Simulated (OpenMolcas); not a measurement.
Lu II: thermal populations, worked from levels

```
Program             : OpenMolcas
Basis               : ANO-RCC-VTZP [8s7p5d3f2g1h]
Scalar Hamiltonian  : DKH2, point nucleus
Active space        : 2 electrons in 6 orbitals (5d 6s)
State averaging     : 2S+1 = 3 even, 15 roots; 2S+1 = 1 even, 20 roots
Spin-orbit coupling : RASSI with atomic mean-field integrals over the reference wave functions, term energies averaged over their components
```

Methods: CASSCF; MS-CASPT2, IPEA 0.25 Eh, imaginary shift 0.1 Eh (closed shells correlated: 5s 5p). Measured levels: NIST Handbook of Basic Atomic Spectroscopic Data.

**Thermal populations.** Z = Σ (2J + 1) exp(-E/kT) with k = 0.695035 cm-1/K, over the levels below. No other level of either list lies under 27200 cm-1, which is above 7 kT at each temperature.

```csv
Level,2J + 1,MS-CASPT2,measured
6s² ¹S₀,1,0.0,0.0
5d 6s ³D₁,3,11850,11796
5d 6s ³D₂,5,12520,12435
5d 6s ³D₃,7,14260,14199
5d 6s ¹D₂,5,17170,17333
```

```csv
T (K),"Z, MS-CASPT2","Z, measured levels","Ground level (%), MS-CASPT2","Ground level (%), measured levels"
5000,1.387,1.392,72.1,71.8
```

At 5000 K, kT = 3475 cm-1, and the computed levels give Z = 1.000 + 0.099 + 0.136 + 0.116 + 0.036 = 1.387.

CASPT2 breaks the degeneracy within a term, and the mean is taken; among the terms shown or strongly mixed into the levels shown the widest spread is 190 cm-1 (5d 6s ¹D, MS-CASPT2). A single d shell beside an s shell can misplace configurations of different d count against each other. Without dynamic correlation excited terms often stand tens of per cent too high (terms of higher spin than the ground term too low), and those without a measured partner can miss by more than the paired ones (holds for CASSCF). Computed and measured levels are paired by configuration, term and J; levels that our copy of the source lacks, or whose pairing is in doubt (as where it misses far off the trend of its configuration), stay unpaired and out of the deviations. Levels of configurations outside the active space are missing.
